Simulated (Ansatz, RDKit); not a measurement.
Torsion H4–C1–C2–Si3 in C2H8Si (SMILES CC[SiH3]); at each angle all else is relaxed with GFN2-xTB, and the levels are single points there.
Geometry at 60° (charge 0, multiplicity 1):
```tsv
atom	x (Å)	y (Å)	z (Å)
C	-1.2848	0.5725	-0.1617
C	-0.3399	-0.6089	0.0290
Si	-1.2482	-2.2758	0.1472
H	-1.9798	0.6471	0.6722
H	-0.7319	1.5090	-0.2268
H	-1.8647	0.4575	-1.0751
H	0.3691	-0.6339	-0.8012
H	0.2528	-0.4471	0.9318
H	-2.1773	-2.2470	1.2793
H	-1.9977	-2.5127	-1.0888
H	-0.2662	-3.3445	0.3416
```

On the grid 0° to 120°, 120° is the highest and 60° the lowest point at MP2/CBS(cc-pV(T+d)Z, cc-pV(Q+d)Z) + ΔCCSD(T)/cc-pV(T+d)Z.

The values were computed with Ansatz (a quantum-chemistry and plane-wave program); RDKit for the force fields. Values without a source in brackets are computed.

One of these levels gives 166.7 meV for the energy at 120° less that at 60°. Which?
A. HF/cc-pV(D+d)Z
B. MMFF94
C. PBE/def2-TZVPP

B, MMFF94. The others give 129.3 (HF/cc-pV(D+d)Z), 103.4 (PBE/def2-TZVPP)
